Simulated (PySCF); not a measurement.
## Relative stability

The two ends of one reaction step of BN₂H₄Cl, singlet (PBE0-D4/def2-TZVP).

A:

```tsv
atom	x (Å)	y (Å)	z (Å)
B1	-0.1579	0.1242	0.3337
N2	0.6665	0.9973	-0.3934
N3	-0.4782	-1.1843	-0.0613
H4	-0.1409	-1.6093	-0.9058
Cl5	-0.8501	0.7216	1.8722
H6	1.1006	0.7559	-1.2657
H7	0.8687	1.9249	-0.0705
H8	-1.0731	-1.7721	0.4916
```

B:

```xyz
8
angstrom
B -0.5260 -0.0117 0.3157
N 0.8169 0.3262 -0.4869
N -0.7228 -1.3095 0.4514
H 1.2011 -0.5930 -0.7009
Cl -1.3337 1.5344 0.7731
H 0.6425 0.8409 -1.3464
H 1.4812 0.8622 0.0658
H -1.5471 -1.6222 0.9454
```

Computed with PySCF 2.14 with density fitting (its default auxiliary sets; JK sets also for MP2 and CCSD(T)) (basis: def2-TZVPP); correlated methods freeze the cores. B3LYP uses VWN-RPA correlation.

(1) Which structure is lower at CCSD(T), and by how much? (To be estimated.)

The T1 diagnostic stays at or below 0.012.

## Answers

(1) The calculation gives: A, by 187.0 kJ/mol (electronic energy, against the other). By their contacts, A is BN₂H₄Cl ([NH2][B]([NH2])[Cl]) and B is BN₂H₄Cl ([NH][B]([NH3])[Cl]).

All methods give the same order:

```csv
method,E(B) − E(A) (kJ/mol)
SPW92,185.3
PBE-D4,180.2
r2SCAN-D4,190.6
PBE0-D4,193.0
B3LYP-D4,192.0
BHLYP-D4,205.9
wB97M-V,193.4
HF,220.4
MP2,187.5
CCSD,193.9
CCSD(T),187.0
```

Labels in which every atom is bracketed show which atoms are joined, not bond orders.

For scale, one of the runs: CCSD(T)/def2-TZVPP, 191 basis functions, launched by `OMP_NUM_THREADS=4 python run.py`. Time: 2.9 min of wall clock on 4 CPU threads of a Oxide Virtual Turin-like; the host was shared. Peak host memory: 2.2 GiB.
